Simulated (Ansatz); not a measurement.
`CB(N)F`. The species carries charge 0 and has multiplicity 1.

Cartesian coordinates in Å:
```
C 0.593 1.030 -0.088
B 0.089 -0.375 0.386
N -0.923 -1.105 -0.240
F 0.660 -0.932 1.472
H 0.466 1.766 0.712
H 0.081 1.404 -0.976
H 1.665 0.994 -0.303
H -1.223 -2.006 0.091
H -1.409 -0.777 -1.054
```

**Question.** Give the diagnostics of a CCSD(T)/def2-TZVPP run (frozen core, Ansatz 0.2.0). (An estimate is asked.)

**Answer.** Ansatz gave: T1 = 0.0111, largest single amplitude 0.022, largest double 0.028, (T) share of the correlation energy 3.3 %, 9 CCSD cycles. The RHF solution is stable towards an unrestricted one. T1 lies under the customary mark of 0.02 for closed shells.
